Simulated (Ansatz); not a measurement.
Basis sets compared for NiH2(PH3)2 (NiP₂H₈). Total charge 0; singlet. Geometry PBE-D4/def2-SVP. Ansatz on 4 threads of Arm Neoverse V1 on a shared host; times are rough, and most runs start from earlier orbitals.

Cartesian coordinates in Å:
```
Ni 0.141 -0.107 -0.748
H 0.142 0.084 -2.280
H 0.684 -0.700 -2.066
P 0.917 -1.372 0.738
H 0.661 -1.215 2.152
H 2.339 -1.544 0.908
H 0.641 -2.788 0.740
P -1.051 1.470 -0.039
H -2.423 1.623 -0.459
H -0.709 2.847 -0.304
H -1.343 1.702 1.357
```

In the singlet, H2 and H3 lie 0.98 Å apart (atoms count from 1), so these atoms are partly bonded to each other.

Binding counts from free atoms (Ni triplet, H doublet, P quartet) in the same basis, without a counterpoise term.

```
           level  functions  energy (Eh)  HOMO (eV)  LUMO (eV)  binding per atom (eV)  wall time
 PBE-D4/def2-SVP        107   -2194.8452      -3.82      -0.99                   2.70        1 s
PBE0-D4/def2-SVP        107   -2194.8768      -5.24      -0.06                   2.53      1.4 s
```

Q: Estimate the rows for PBE-D4/def2-TZVP, PBE0-D4/def2-TZVP.

A: 
```
            level  functions  energy (Eh)  HOMO (eV)  LUMO (eV)  binding per atom (eV)  wall time
 PBE-D4/def2-TZVP        167   -2195.3346      -4.35      -1.48                   2.70      1.6 s
PBE0-D4/def2-TZVP        167   -2195.3563      -5.85      -0.61                   2.57      2.4 s
```
